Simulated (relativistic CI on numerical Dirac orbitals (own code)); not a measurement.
# Hyperfine structure of P⁵⁺, mass number 31

Computed by Dirac-Coulomb-Breit CI, separate exchange-only KLI orbitals for each configuration, model QED (radiative potential, 1s self-energy scaled to tabulated hydrogen-like ionisation energies), valence Slater integrals scaled by 0.85, P86 correlation energy added to each configuration (own radial code, finite nucleus).

CI space (outside the closed core 1s2): 2s²2p⁶, 2s²2p⁵3s, 2s²2p⁵3p, 2s²2p⁵3d, 2s²2p⁵4s, 2s²2p⁵4p, 2s2p⁶3s, 2s²2p⁵4d, 2s²2p⁵4f, 2s2p⁶3p, 2s²2p⁴3s², 2s2p⁶3d, 2s²2p⁴3s3p, 2s²2p⁴3p², 2s²2p⁴3s3d, 2s2p⁶4s. Levels of other configurations are missing.

Nuclear spin I = 1/2, μ = 1.13093 μN (tables of Stone and Pyykkö). The electronic factors are computed for point nuclear moments, without core polarisation or the Bohr-Weisskopf and QED corrections.

| Level | E (eV) | A (MHz) |
| --- | --- | --- |
| 2s²2p⁵3s ³P°2 | 135.173 | 11520 |
| 2s²2p⁵3s ³P°1 | 135.584 | 10080 |
| 2s²2p⁵3s ¹P°1 | 136.731 | 25350 |
| 2s²2p⁵3p ³D3 | 147.065 | 4470 |
| 2s²2p⁵3p ³D2 | 147.191 | 7601 |
| 2s²2p⁵3p ³D1 | 147.516 | 13320 |
| 2s²2p⁵3p ³P2 | 147.904 | 5008 |
| 2s²2p⁵3p ¹P1 | 148.232 | 13960 |

Levels with J = 0, under 50 % of one LS term, or S terms without an open s electron are left out. Small factors come from cancelling terms and can be off by tens of per cent or more.

At this charge configurations can still be misplaced by up to about 7 % of their energy. 29 of the 38 excited levels that our extract of the measured tables holds in this range could be paired (the sources list more); they are missed by 603 cm⁻¹ on average and 3006 at most, and levels without a partner can miss by more.

Problem. Give the hyperfine levels of 2s²2p⁵3s ³P°2 relative to its centre of gravity.

Solution. With K = F(F + 1) − I(I + 1) − J(J + 1), E = AK/2: F = 3/2: -17270, F = 5/2: 11520 MHz.

LS names give the leading component of a level, which can be under half, so a name can repeat, a term be missing and a line seem to break the LS rules.
